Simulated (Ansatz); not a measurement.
A short molecular-dynamics run on CF$_{3}$GeN (`N#[C][Ge]([F])([F])[F]`).

```yaml
crystal:
  periodic: [false, false, false]
  atoms:
    - {symbol: N, position_ang: [2.193470, -0.758660, 0.984262]}
    - {symbol: C, position_ang: [1.194033, -0.416713, 0.530831]}
    - {symbol: Ge, position_ang: [-0.450240, 0.145766, -0.215143]}
    - {symbol: F, position_ang: [-1.471954, -1.183167, -0.466178]}
    - {symbol: F, position_ang: [-0.193032, 0.914385, -1.703784]}
    - {symbol: F, position_ang: [-1.230278, 1.234388, 0.823812]}
basis:
  gaussian: {orbitals: "6-31G*"}
hamiltonian: {xc: {name: revPBE}, dispersion: d4}
md: {timestep: 2 fs, n_steps: 50, ensemble: nvt_nose_hoover, temperature: 1000, initial_velocities: maxwell_boltzmann, seed: 622}
```

```sh
$ ansatz run in.yaml --threads 4 --pin off --events-out ev --progress --plain --max-ram 10444MiB
```

```tsv
step	time (fs)	potential energy (eV)	kinetic (eV)	T (K)	conserved (eV)
0	0.0	-67182.5166	0.5170	1000	-67181.9996
1	2.0	-67182.4726	0.4808	930	-67181.9918
2	4.0	-67182.2589	0.2913	563	-67181.9676
3	6.0	-67182.2188	0.2497	483	-67181.9692
4	8.0	-67182.3295	0.3368	651	-67181.9931
5	10.0	-67182.2705	0.2833	548	-67181.9879
6	12.0	-67182.1656	0.2103	407	-67181.9563
7	14.0	-67182.3722	0.3794	734	-67181.9944
8	16.0	-67182.4381	0.4463	863	-67181.9944
9	18.0	-67182.2967	0.3292	637	-67181.9708
10	20.0	-67182.2682	0.3030	586	-67181.9695
11	22.0	-67182.3745	0.3894	753	-67181.9904
12	24.0	-67182.3205	0.3321	642	-67181.9948
13	26.0	-67182.1013	0.1501	290	-67181.9585
14	28.0	-67182.1591	0.1853	358	-67181.9817
15	30.0	-67182.2301	0.2439	472	-67181.9951
16	32.0	-67182.0913	0.1281	248	-67181.9730
17	34.0	-67182.0273	0.0737	143	-67181.9640
18	36.0	-67182.1761	0.2088	404	-67181.9786
19	38.0	-67182.3204	0.3364	651	-67181.9971
20	40.0	-67182.2400	0.2836	549	-67181.9718
21	42.0	-67182.2796	0.3306	639	-67181.9668
22	44.0	-67182.4907	0.5116	989	-67182.0002
23	46.0	-67182.4395	0.4781	925	-67181.9864
24	48.0	-67182.2665	0.3270	633	-67181.9679
25	50.0	-67182.2445	0.3039	588	-67181.9717
26	52.0	-67182.3168	0.3584	693	-67181.9925
27	54.0	-67182.2062	0.2585	500	-67181.9846
28	56.0	-67182.0746	0.1613	312	-67181.9523
29	58.0	-67182.2932	0.3445	666	-67181.9904
30	60.0	-67182.4080	0.4605	891	-67181.9935
31	62.0	-67182.3101	0.3904	755	-67181.9702
32	64.0	-67182.3126	0.4004	774	-67181.9673
33	66.0	-67182.4552	0.5258	1017	-67181.9898
34	68.0	-67182.4147	0.4833	935	-67181.9978
35	70.0	-67182.1517	0.2688	520	-67181.9538
36	72.0	-67182.1962	0.2891	559	-67181.9814
37	74.0	-67182.2405	0.3231	625	-67181.9956
38	76.0	-67182.0385	0.1523	294	-67181.9676
39	78.0	-67181.9518	0.0759	147	-67181.9589
40	80.0	-67182.1136	0.2189	423	-67181.9799
41	82.0	-67182.2181	0.3100	600	-67181.9973
42	84.0	-67182.0832	0.2195	425	-67181.9572
43	86.0	-67182.2124	0.3396	657	-67181.9709
44	88.0	-67182.4507	0.5567	1077	-67181.9998
45	90.0	-67182.3772	0.5156	997	-67181.9766
46	92.0	-67182.2614	0.4219	816	-67181.9626
47	94.0	-67182.3177	0.4741	917	-67181.9746
48	96.0	-67182.3675	0.5101	987	-67181.9971
49	98.0	-67182.1268	0.3001	580	-67181.9737
50	100.0	-67181.9529	0.1568	303	-67181.9474
```

Velocities are drawn at the set temperature; a run this short doesn't reach equilibrium.

Frames (Å, forces in eV/Å):

```xyz
6
time=0.0 fs
N     2.193   -0.759    0.984    2.825   -0.967    1.282
C     1.194   -0.417    0.531   -2.519    0.862   -1.143
Ge   -0.450    0.146   -0.215    0.639   -0.219    0.290
F    -1.472   -1.183   -0.466   -0.651   -0.889   -0.155
F    -0.193    0.914   -1.704    0.196    0.500   -0.975
F    -1.230    1.234    0.824   -0.491    0.712    0.700
6
time=2.0 fs
N     2.208   -0.763    0.990   -2.157    0.676   -0.989
C     1.162   -0.422    0.513    3.122   -0.945    1.434
Ge   -0.452    0.143   -0.219    0.471    1.169    0.520
F    -1.453   -1.167   -0.454   -1.381   -1.770   -0.353
F    -0.185    0.911   -1.708    0.157    0.503   -0.926
F    -1.243    1.236    0.837   -0.213    0.367    0.314
6
time=4.0 fs
N     2.217   -0.765    0.993   -4.589    1.379   -2.115
C     1.140   -0.429    0.499    6.031   -1.756    2.782
Ge   -0.453    0.142   -0.222    0.454    2.470    0.722
F    -1.436   -1.154   -0.443   -2.063   -2.599   -0.526
F    -0.177    0.909   -1.715    0.109    0.466   -0.807
F    -1.255    1.239    0.851    0.058    0.040   -0.056
6
time=6.0 fs
N     2.213   -0.763    0.991   -4.282    1.201   -1.988
C     1.138   -0.443    0.494    5.702   -1.516    2.649
Ge   -0.454    0.141   -0.225    0.761    3.373    0.988
F    -1.423   -1.147   -0.432   -2.548   -3.200   -0.642
F    -0.169    0.908   -1.723    0.057    0.391   -0.621
F    -1.268    1.242    0.865    0.310   -0.249   -0.386
6
time=8.0 fs
N     2.197   -0.758    0.983   -1.163    0.226   -0.555
C     1.154   -0.461    0.498    2.102   -0.314    1.002
Ge   -0.454    0.142   -0.227    1.241    3.698    1.285
F    -1.416   -1.146   -0.423   -2.716   -3.416   -0.679
F    -0.161    0.907   -1.732    0.005    0.291   -0.389
F    -1.280    1.245    0.878    0.530   -0.485   -0.664
6
time=10.0 fs
N     2.178   -0.752    0.973    4.219   -1.285    1.951
C     1.176   -0.481    0.505   -3.857    1.460   -1.761
Ge   -0.454    0.146   -0.229    1.514    3.480    1.475
F    -1.414   -1.152   -0.415   -2.534   -3.180   -0.642
F    -0.152    0.907   -1.743   -0.049    0.183   -0.141
F    -1.291    1.246    0.889    0.706   -0.658   -0.882
6
time=12.0 fs
N     2.171   -0.750    0.969    7.192   -2.034    3.353
C     1.187   -0.496    0.507   -7.093    2.355   -3.278
Ge   -0.453    0.151   -0.230    1.256    2.913    1.422
F    -1.418   -1.165   -0.409   -2.075   -2.557   -0.557
F    -0.144    0.908   -1.753   -0.109    0.084    0.096
F    -1.300    1.246    0.899    0.829   -0.761   -1.037
6
time=14.0 fs
N     2.183   -0.753    0.974    3.591   -1.077    1.668
C     1.174   -0.503    0.498   -3.293    1.358   -1.498
Ge   -0.452    0.158   -0.230    0.450    2.215    1.111
F    -1.425   -1.182   -0.404   -1.469   -1.704   -0.454
F    -0.136    0.908   -1.763   -0.174    0.004    0.304
F    -1.308    1.245    0.907    0.894   -0.796   -1.131
6
time=16.0 fs
N     2.205   -0.760    0.984   -1.717    0.235   -0.841
C     1.151   -0.506    0.484    2.448   -0.106    1.210
Ge   -0.450    0.166   -0.230   -0.575    1.493    0.667
F    -1.436   -1.203   -0.399   -0.829   -0.791   -0.351
F    -0.128    0.909   -1.773   -0.238   -0.058    0.481
F    -1.314    1.242    0.913    0.911   -0.773   -1.166
6
time=18.0 fs
N     2.223   -0.766    0.991   -4.593    0.911   -2.213
C     1.136   -0.509    0.474    5.606   -0.891    2.710
Ge   -0.448    0.174   -0.229   -1.376    0.726    0.272
F    -1.448   -1.226   -0.396   -0.231    0.060   -0.257
F    -0.121    0.909   -1.782   -0.293   -0.105    0.634
F    -1.318    1.237    0.916    0.887   -0.701   -1.146
6
time=20.0 fs
N     2.228   -0.769    0.992   -4.754    0.929   -2.298
C     1.138   -0.515    0.472    5.635   -0.849    2.741
Ge   -0.447    0.183   -0.228   -1.667   -0.139    0.040
F    -1.461   -1.249   -0.393    0.290    0.790   -0.176
F    -0.114    0.910   -1.789   -0.334   -0.143    0.766
F    -1.321    1.231    0.917    0.829   -0.588   -1.073
6
time=22.0 fs
N     2.220   -0.770    0.987   -2.283    0.331   -1.127
C     1.159   -0.524    0.480    2.661   -0.027    1.353
Ge   -0.447    0.192   -0.227   -1.468   -1.076   -0.043
F    -1.473   -1.270   -0.390    0.714    1.376   -0.111
F    -0.108    0.910   -1.795   -0.362   -0.170    0.874
F    -1.322    1.224    0.915    0.738   -0.434   -0.946
6
time=24.0 fs
N     2.206   -0.769    0.979    2.603   -0.831    1.204
C     1.188   -0.532    0.492   -2.815    1.398   -1.233
Ge   -0.448    0.201   -0.226   -1.049   -1.961   -0.092
F    -1.484   -1.289   -0.387    1.034    1.818   -0.063
F    -0.103    0.909   -1.799   -0.381   -0.183    0.949
F    -1.321    1.216    0.912    0.607   -0.240   -0.766
6
time=26.0 fs
N     2.198   -0.771    0.974    6.476   -1.774    3.057
C     1.209   -0.537    0.500   -7.050    2.498   -3.238
Ge   -0.450    0.208   -0.225   -0.716   -2.663   -0.225
F    -1.493   -1.303   -0.385    1.251    2.126   -0.034
F    -0.099    0.909   -1.801   -0.395   -0.178    0.978
F    -1.319    1.207    0.907    0.433   -0.008   -0.539
6
time=28.0 fs
N     2.209   -0.778    0.977    4.323   -1.280    2.024
C     1.207   -0.533    0.497   -4.883    1.986   -2.194
Ge   -0.452    0.214   -0.225   -0.626   -3.122   -0.488
F    -1.499   -1.314   -0.382    1.375    2.317   -0.021
F    -0.095    0.908   -1.802   -0.409   -0.153    0.956
F    -1.316    1.198    0.901    0.220    0.252   -0.276
6
time=30.0 fs
N     2.231   -0.789    0.987   -0.917    0.046   -0.482
C     1.189   -0.523    0.487    0.633    0.517    0.436
Ge   -0.454    0.219   -0.224   -0.706   -3.382   -0.818
F    -1.502   -1.320   -0.380    1.424    2.408   -0.023
F    -0.092    0.906   -1.800   -0.420   -0.111    0.886
F    -1.312    1.190    0.894   -0.015    0.522    0.001
6
time=32.0 fs
N     2.252   -0.799    0.994   -4.410    1.021   -2.145
C     1.173   -0.511    0.479    4.404   -0.607    2.221
Ge   -0.456    0.221   -0.224   -0.747   -3.548   -1.088
F    -1.503   -1.320   -0.378    1.419    2.415   -0.034
F    -0.090    0.905   -1.796   -0.422   -0.059    0.777
F    -1.309    1.183    0.888   -0.244    0.777    0.268
6
time=34.0 fs
N     2.260   -0.807    0.996   -5.324    1.358   -2.571
C     1.171   -0.502    0.478    5.366   -0.991    2.668
Ge   -0.459    0.222   -0.225   -0.567   -3.697   -1.182
F    -1.500   -1.316   -0.376    1.369    2.345   -0.051
F    -0.089    0.903   -1.791   -0.411   -0.002    0.641
F    -1.306    1.177    0.882   -0.432    0.988    0.495
6
time=36.0 fs
N     2.253   -0.811    0.991   -3.837    1.012   -1.857
C     1.186   -0.495    0.486    3.628   -0.565    1.846
Ge   -0.462    0.221   -0.226   -0.127   -3.819   -1.051
F    -1.495   -1.308   -0.373    1.274    2.192   -0.075
F    -0.089    0.901   -1.785   -0.385    0.056    0.486
F    -1.304    1.174    0.877   -0.554    1.125    0.650
6
time=38.0 fs
N     2.236   -0.812    0.981    0.175   -0.169    0.042
C     1.213   -0.490    0.499   -0.797    0.751   -0.233
Ge   -0.466    0.217   -0.228    0.444   -3.806   -0.727
F    -1.488   -1.294   -0.371    1.121    1.936   -0.107
F    -0.089    0.900   -1.777   -0.347    0.114    0.314
F    -1.303    1.172    0.873   -0.595    1.173    0.711
6
time=40.0 fs
N     2.219   -0.814    0.970    5.059   -1.799    2.326
C     1.238   -0.483    0.512   -6.011    2.460   -2.663
Ge   -0.469    0.212   -0.230    0.934   -3.514   -0.306
F    -1.477   -1.277   -0.370    0.881    1.548   -0.151
F    -0.090    0.898   -1.769   -0.305    0.176    0.124
F    -1.304    1.173    0.871   -0.559    1.128    0.670
6
time=42.0 fs
N     2.216   -0.820    0.966    5.550   -2.065    2.537
C     1.244   -0.468    0.516   -6.533    2.673   -2.892
Ge   -0.471    0.205   -0.232    1.184   -2.847    0.111
F    -1.466   -1.256   -0.368    0.526    0.997   -0.212
F    -0.092    0.897   -1.761   -0.265    0.242   -0.081
F    -1.305    1.177    0.870   -0.462    0.999    0.537
6
time=44.0 fs
N     2.228   -0.833    0.970    0.974   -0.386    0.420
C     1.228   -0.444    0.511   -1.660    0.814   -0.650
Ge   -0.473    0.196   -0.234    1.205   -1.810    0.471
F    -1.452   -1.234   -0.367    0.036    0.264   -0.291
F    -0.094    0.897   -1.753   -0.231    0.308   -0.287
F    -1.307    1.182    0.870   -0.324    0.808    0.337
6
time=46.0 fs
N     2.243   -0.846    0.974   -3.321    1.405   -1.525
C     1.207   -0.417    0.504    3.076   -1.197    1.485
Ge   -0.475    0.186   -0.236    1.189   -0.511    0.794
F    -1.439   -1.211   -0.367   -0.580   -0.640   -0.386
F    -0.097    0.897   -1.745   -0.203    0.366   -0.471
F    -1.311    1.189    0.871   -0.161    0.578    0.103
6
time=48.0 fs
N     2.249   -0.856    0.974   -5.123    2.306   -2.311
C     1.196   -0.394    0.502    5.190   -2.259    2.406
Ge   -0.475    0.176   -0.238    1.373    0.878    1.137
F    -1.427   -1.189   -0.367   -1.278   -1.656   -0.487
F    -0.100    0.898   -1.738   -0.176    0.402   -0.609
F    -1.314    1.197    0.872    0.015    0.329   -0.136
6
time=50.0 fs
N     2.241   -0.859    0.968   -4.536    2.192   -2.018
C     1.201   -0.379    0.507    4.591   -2.194    2.105
Ge   -0.475    0.167   -0.239    1.869    2.168    1.535
F    -1.418   -1.170   -0.368   -1.963   -2.654   -0.582
F    -0.104    0.899   -1.733   -0.151    0.409   -0.683
F    -1.317    1.206    0.873    0.191    0.080   -0.356
6
time=52.0 fs
N     2.220   -0.856    0.956   -1.459    0.852   -0.640
C     1.222   -0.370    0.519    1.208   -0.819    0.584
Ge   -0.474    0.158   -0.239    2.525    3.177    1.941
F    -1.412   -1.156   -0.371   -2.499   -3.443   -0.652
F    -0.108    0.902   -1.728   -0.127    0.384   -0.691
F    -1.320    1.216    0.873    0.353   -0.152   -0.542
6
time=54.0 fs
N     2.195   -0.851    0.942    3.617   -1.657    1.565
C     1.246   -0.364    0.533   -4.226    1.730   -1.789
Ge   -0.472    0.151   -0.238    2.977    3.761    2.234
F    -1.412   -1.150   -0.375   -2.744   -3.820   -0.680
F    -0.112    0.905   -1.726   -0.110    0.335   -0.649
F    -1.323    1.224    0.872    0.486   -0.348   -0.682
6
time=56.0 fs
N     2.180   -0.851    0.933    6.453   -3.229    2.749
C     1.257   -0.352    0.541   -7.163    3.263   -3.026
Ge   -0.468    0.146   -0.236    2.859    3.866    2.275
F    -1.417   -1.151   -0.380   -2.620   -3.674   -0.654
F    -0.117    0.909   -1.724   -0.104    0.271   -0.574
F    -1.324    1.233    0.869    0.575   -0.496   -0.771
6
time=58.0 fs
N     2.183   -0.859    0.931    3.254   -1.559    1.378
C     1.245   -0.330    0.540   -3.641    1.442   -1.514
Ge   -0.462    0.143   -0.233    2.038    3.555    1.999
F    -1.427   -1.160   -0.387   -2.153   -3.049   -0.574
F    -0.121    0.913   -1.724   -0.112    0.199   -0.481
F    -1.324    1.240    0.865    0.614   -0.588   -0.808
6
time=60.0 fs
N     2.195   -0.872    0.932   -1.583    1.196   -0.621
C     1.221   -0.303    0.534    1.815   -1.524    0.762
Ge   -0.456    0.142   -0.228    0.745    2.957    1.471
F    -1.442   -1.175   -0.394   -1.459   -2.123   -0.448
F    -0.126    0.918   -1.724   -0.127    0.121   -0.370
F    -1.323    1.246    0.859    0.608   -0.626   -0.794
6
time=62.0 fs
N     2.202   -0.881    0.933   -4.219    2.800   -1.669
C     1.202   -0.281    0.530    5.032   -3.313    2.072
Ge   -0.449    0.143   -0.223   -0.558    2.204    0.859
F    -1.460   -1.194   -0.403   -0.683   -1.109   -0.294
F    -0.131    0.924   -1.726   -0.140    0.033   -0.235
F    -1.321    1.251    0.852    0.568   -0.615   -0.733
6
time=64.0 fs
N     2.198   -0.883    0.928   -4.347    2.954   -1.687
C     1.200   -0.269    0.533    5.367   -3.551    2.180
Ge   -0.442    0.145   -0.218   -1.437    1.390    0.342
F    -1.480   -1.216   -0.413    0.058   -0.165   -0.130
F    -0.137    0.929   -1.728   -0.144   -0.065   -0.076
F    -1.317    1.255    0.843    0.503   -0.563   -0.628
6
time=66.0 fs
N     2.182   -0.876    0.919   -1.969    1.557   -0.722
C     1.215   -0.269    0.543    2.733   -2.122    1.089
Ge   -0.436    0.147   -0.212   -1.738    0.578   -0.012
F    -1.499   -1.238   -0.422    0.695    0.627    0.028
F    -0.143    0.934   -1.730   -0.136   -0.169    0.099
F    -1.313    1.257    0.833    0.415   -0.471   -0.482
6
time=68.0 fs
N     2.160   -0.866    0.908    2.913   -1.492    1.170
C     1.239   -0.275    0.556   -2.621    1.016   -1.030
Ge   -0.431    0.150   -0.206   -1.669   -0.164   -0.280
F    -1.517   -1.259   -0.432    1.200    1.245    0.169
F    -0.149    0.939   -1.732   -0.120   -0.268    0.268
F    -1.308    1.259    0.822    0.297   -0.337   -0.297
6
time=70.0 fs
N     2.146   -0.859    0.900    7.040   -4.165    2.704
C     1.255   -0.278    0.566   -7.016    3.736   -2.697
Ge   -0.426    0.153   -0.200   -1.628   -0.759   -0.622
F    -1.533   -1.278   -0.441    1.567    1.695    0.287
F    -0.155    0.943   -1.733   -0.103   -0.350    0.407
F    -1.302    1.260    0.810    0.141   -0.158   -0.080
6
time=72.0 fs
N     2.152   -0.864    0.899    4.971   -2.858    1.898
C     1.248   -0.270    0.568   -4.729    2.362   -1.798
Ge   -0.423    0.155   -0.194   -1.907   -1.159   -1.136
F    -1.546   -1.293   -0.450    1.813    2.003    0.380
F    -0.162    0.947   -1.733   -0.090   -0.408    0.498
F    -1.295    1.260    0.798   -0.058    0.059    0.159
6
time=74.0 fs
N     2.171   -0.877    0.904   -0.281    0.548   -0.029
C     1.226   -0.253    0.564    1.109   -1.191    0.391
Ge   -0.420    0.157   -0.190   -2.431   -1.406   -1.753
F    -1.555   -1.305   -0.459    1.960    2.196    0.450
F    -0.169    0.950   -1.733   -0.078   -0.442    0.540
F    -1.289    1.261    0.786   -0.280    0.296    0.400
6
time=76.0 fs
N     2.190   -0.888    0.909   -3.652    2.727   -1.223
C     1.207   -0.241    0.561    5.005   -3.496    1.823
Ge   -0.419    0.158   -0.186   -2.838   -1.593   -2.272
F    -1.560   -1.312   -0.466    2.034    2.298    0.503
F    -0.176    0.952   -1.731   -0.060   -0.457    0.544
F    -1.283    1.262    0.775   -0.489    0.520    0.625
6
time=78.0 fs
N     2.199   -0.892    0.910   -4.374    3.181   -1.452
C     1.205   -0.239    0.564    5.788   -3.963    2.076
Ge   -0.420    0.158   -0.183   -2.787   -1.787   -2.495
F    -1.561   -1.314   -0.472    2.054    2.327    0.541
F    -0.184    0.953   -1.728   -0.031   -0.457    0.519
F    -1.278    1.265    0.765   -0.649    0.699    0.810
6
time=80.0 fs
N     2.195   -0.887    0.907   -2.579    2.012   -0.801
C     1.221   -0.250    0.573    3.508   -2.677    1.199
Ge   -0.421    0.157   -0.181   -2.227   -1.982   -2.367
F    -1.558   -1.312   -0.478    2.023    2.288    0.566
F    -0.191    0.953   -1.725    0.009   -0.444    0.468
F    -1.275    1.268    0.756   -0.734    0.802    0.935
6
time=82.0 fs
N     2.185   -0.876    0.902    1.876   -0.846    0.731
C     1.248   -0.270    0.587   -1.682    0.367   -0.676
Ge   -0.424    0.156   -0.181   -1.445   -2.095   -1.999
F    -1.551   -1.304   -0.482    1.933    2.171    0.573
F    -0.198    0.953   -1.720    0.058   -0.412    0.383
F    -1.273    1.274    0.750   -0.740    0.815    0.987
6
time=84.0 fs
N     2.179   -0.868    0.899    6.595   -3.803    2.298
C     1.270   -0.289    0.598   -6.947    3.477   -2.498
Ge   -0.428    0.153   -0.182   -0.838   -2.010   -1.572
F    -1.539   -1.293   -0.485    1.762    1.956    0.556
F    -0.206    0.951   -1.714    0.108   -0.358    0.256
F    -1.272    1.281    0.745   -0.680    0.738    0.960
6
time=86.0 fs
N     2.192   -0.870    0.902    5.648   -3.140    1.962
C     1.270   -0.297    0.602   -6.092    2.859   -2.207
Ge   -0.432    0.149   -0.183   -0.623   -1.640   -1.206
F    -1.525   -1.277   -0.487    1.488    1.615    0.506
F    -0.213    0.949   -1.708    0.152   -0.279    0.085
F    -1.273    1.290    0.742   -0.573    0.585    0.860
6
time=88.0 fs
N     2.221   -0.881    0.911    0.266    0.148    0.198
C     1.250   -0.296    0.598   -0.434   -0.474   -0.314
Ge   -0.437    0.144   -0.186   -0.674   -0.987   -0.886
F    -1.506   -1.258   -0.488    1.087    1.119    0.417
F    -0.220    0.946   -1.702    0.190   -0.179   -0.119
F    -1.275    1.300    0.741   -0.434    0.373    0.704
6
time=90.0 fs
N     2.250   -0.892    0.921   -3.844    2.494   -1.129
C     1.229   -0.296    0.594    3.989   -2.868    1.162
Ge   -0.442    0.138   -0.188   -0.643   -0.117   -0.502
F    -1.486   -1.237   -0.488    0.541    0.437    0.283
F    -0.227    0.943   -1.695    0.227   -0.068   -0.333
F    -1.278    1.311    0.742   -0.269    0.122    0.518
6
time=92.0 fs
N     2.270   -0.896    0.927   -5.305    3.202   -1.591
C     1.221   -0.306    0.593    5.494   -3.551    1.650
Ge   -0.447    0.132   -0.191   -0.218    0.897    0.046
F    -1.464   -1.214   -0.487   -0.151   -0.443    0.105
F    -0.233    0.939   -1.690    0.267    0.042   -0.532
F    -1.282    1.322    0.743   -0.089   -0.147    0.323
6
time=94.0 fs
N     2.274   -0.890    0.929   -4.353    2.555   -1.278
C     1.230   -0.327    0.597    4.221   -2.779    1.186
Ge   -0.453    0.127   -0.195    0.687    1.988    0.761
F    -1.442   -1.192   -0.487   -0.961   -1.495   -0.110
F    -0.239    0.936   -1.685    0.312    0.141   -0.697
F    -1.285    1.333    0.746    0.094   -0.411    0.138
6
time=96.0 fs
N     2.267   -0.878    0.928   -0.718    0.570   -0.109
C     1.252   -0.357    0.606    0.055   -0.597   -0.234
Ge   -0.458    0.123   -0.197    1.858    3.071    1.526
F    -1.423   -1.173   -0.486   -1.811   -2.619   -0.342
F    -0.244    0.933   -1.682    0.356    0.223   -0.819
F    -1.289    1.343    0.748    0.260   -0.648   -0.022
6
time=98.0 fs
N     2.257   -0.864    0.926    4.753   -2.115    1.647
C     1.276   -0.389    0.613   -5.869    2.284   -2.201
Ge   -0.463    0.120   -0.199    2.888    3.994    2.148
F    -1.406   -1.159   -0.486   -2.555   -3.612   -0.551
F    -0.248    0.930   -1.680    0.391    0.284   -0.895
F    -1.292    1.352    0.751    0.392   -0.836   -0.148
6
time=100.0 fs
N     2.261   -0.856    0.928    6.613   -2.837    2.257
C     1.280   -0.415    0.614   -7.865    3.129   -2.869
Ge   -0.465    0.120   -0.200    3.376    4.558    2.456
F    -1.395   -1.152   -0.488   -3.011   -4.211   -0.684
F    -0.252    0.928   -1.681    0.409    0.323   -0.925
F    -1.294    1.360    0.753    0.478   -0.961   -0.235
```

Run time 41 s (4 threads of an Arm Neoverse V2 on a shared host); peak host memory 0.39 GiB.
